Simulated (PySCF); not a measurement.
C2HF4, SMILES FC(F)([CH]F)F, multiplicity 2. The structure is a stationary point at PBE-D3(BJ)/def2-SVP. The isomer is the one that the SMILES or the coordinates give; other isomers of the formula were not compared.

Computed equilibrium geometry at PBE-D3(BJ)/def2-SVP (PySCF confirms it by a frequency run) as bond lengths and angles:
Atoms: F1 C2 C3 F4 F5 F6 H7. Bonds (Å): F1–C2 1.330, C2–C3 1.492, C2–H7 1.101, C3–F4 1.362, C3–F5 1.350, C3–F6 1.351. Bond angles (°): F1–C2–C3 116.6, F1–C2–H7 116.8, C3–C2–H7 121.9, C2–C3–F4 112.7, C2–C3–F5 111.7, C2–C3–F6 109.0, F4–C3–F5 106.8, F4–C3–F6 107.5, F5–C3–F6 109.1.
Charge 0, spin multiplicity 2.
